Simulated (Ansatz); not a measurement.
A nudged elastic band was laid between two geometries of BFH4INSi (9 atoms, charge 0, multiplicity 1).

Method: RKS PBE0-D4/def2-SVP in Ansatz.

```yaml
movable_images: 7
climbing_image: yes
spring: 5.0 eV/Å²
optimiser: quadratic models (default)
start_path: straight line
force_threshold: 0.05 eV/Å
iteration_limit: 60
end_points: relaxed
```

Initial state:

```xyz
9
Properties=species:S:1:pos:R:3
N 1.472 0.786 -0.126
B 0.723 -0.377 -0.270
F 1.270 -1.424 -0.902
Si -1.185 -0.500 0.421
I -2.638 0.629 -1.231
H 1.121 1.623 0.319
H 2.406 0.876 -0.510
H -1.695 -1.893 0.573
H -1.386 0.233 1.710
```

Final state:

```xyz
9
Properties=species:S:1:pos:R:3
N 1.557 0.674 0.129
B 0.694 -0.312 -0.337
F 1.144 -1.195 -1.237
Si -1.234 -0.415 0.293
I -2.672 0.365 -1.557
H 1.286 1.384 0.795
H 2.512 0.753 -0.204
H -1.691 -1.791 0.646
H -1.507 0.491 1.453
```

(1) What changes between the two ends?

(2) What energy profile does the band end with?

Results:

(1) No bond is made or broken. The height of N1 over the plane of its neighbours goes from -0.02 to -0.01 Å.

(2) The forces met the threshold. The highest image is number 0 of 0 to 8, 0.000 eV above the first end and 0.004 eV above the last; the last end lies 0.004 eV below the first. The highest image is an end point: on this band no image between the ends rises above it.

```tsv
image	path coordinate (Å)	energy (eV)	height of N1 over the plane of its neighbours (Å)
0	0.00	0.000	-0.02
1	0.08	0.000	-0.02
2	0.20	-0.001	-0.02
3	0.32	-0.001	-0.02
4	0.44	-0.002	-0.01
5	0.56	-0.003	-0.01
6	0.68	-0.004	-0.01
7	0.80	-0.004	-0.01
8	0.92	-0.004	-0.01
```

Run time: 94 s on 2 threads of Intel(R) Xeon(R) 6975P-C (Granite Rapids), on a shared host, peak memory 0.28 GiB.
